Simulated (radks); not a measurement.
Q: The table gives one normalised radial function P(r) = r R(r) (large component) of Hg4+ in [Xe] 4f14 5d8 (r in bohr). All-electron calculation, Dirac Kohn-Sham, PBE, spin-unpolarised, spherical densities, finite nucleus; open shells are shared between the two j in proportion to 2j + 1; Fermi nuclear charge, rms radius 5.4648 fm. Program: a radial shooting solver on a logarithmic mesh with Libxc functionals.

r	P
0.002562	0.0000
0.003914	0.0000
0.005981	0.0000
0.009067	0.0001
0.01385	0.0004
0.02117	0.0021
0.03235	0.0090
0.04943	0.0358
0.07554	0.1244
0.1145	0.3524
0.175	0.7964
0.2674	1.3078
0.4086	1.4576
0.6243	1.0472
0.9464	0.4689
1.446	0.1127
2.21	0.0118
3.377	0.0004

Which n and l does it have? It may be an empty orbital.

A: n = 4, l = 3: the number of nodes gives n - l - 1 = 0, the rise at small r points to l (this Dirac orbital starts outside the nucleus as r^gamma with gamma = sqrt((l + 1)^2 - (Z/c)^2) = 3.96; the j = 7/2 orbital of l + 1 starts with the same power, but with a smaller coefficient, and then steepens), and the extent must fit the shell. The curve is that of 4f7/2; the two j differ most near the nucleus, where j = l - 1/2 has the larger amplitude, and in heavy atoms j = l - 1/2 is also the more compact. 4f7/2: eigenvalue -144.80 eV, 0 radial nodes, <r> = 0.485 bohr, 90 % of the charge inside 0.776 bohr.
